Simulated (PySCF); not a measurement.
H7NO2Si2, SMILES [Si](O)(O)([SiH3])N. Heavy atoms are numbered as in [NH2:1][Si:2]([OH:3])([OH:4])[SiH3:5]. Hydrogens are named by the atom that carries them.

Geometry optimised at r2SCAN-D4/def2-SVP. This is a generated structure with no PubChem entry under its InChIKey; it may be hypothetical. The values are those of a single conformer.

All values below come from PBE/pcSseg-1 run with PySCF.

GIAO shieldings, no solvent; atoms alike by connectivity are averaged. δ = σ(ref) − σ: ¹⁵N against NH3 (σ = 267.0 ppm); ²⁹Si against TMS (σ = 335.4 ppm); ¹⁷O against H2O (σ = 334.3 ppm); ¹H against TMS (σ = 31.49 ppm), references at their B3LYP-D3(BJ)/def2-TZVP geometries, non-relativistic.

```tsv
atoms	nucleus	count	δ (ppm)
N1 (NH2)	¹⁵N	1	49.5
Si2	²⁹Si	1	[?]
Si5 (SiH3)	²⁹Si	1	-122.7
O3 (OH)	¹⁷O	2	88.0
H on Si5	¹H	3	[?]
H on O3	¹H	2	2.04
H on N1	¹H	2	[?]
```

**Question.** Fill in the missing entries. (An estimate is asked for; the answer gives what the named calculation found.)

**Answer.** 
- H on Si5, δ (ppm): 3.60
- H on N1, δ (ppm): 0.89
- Si2, δ (ppm): -18.5
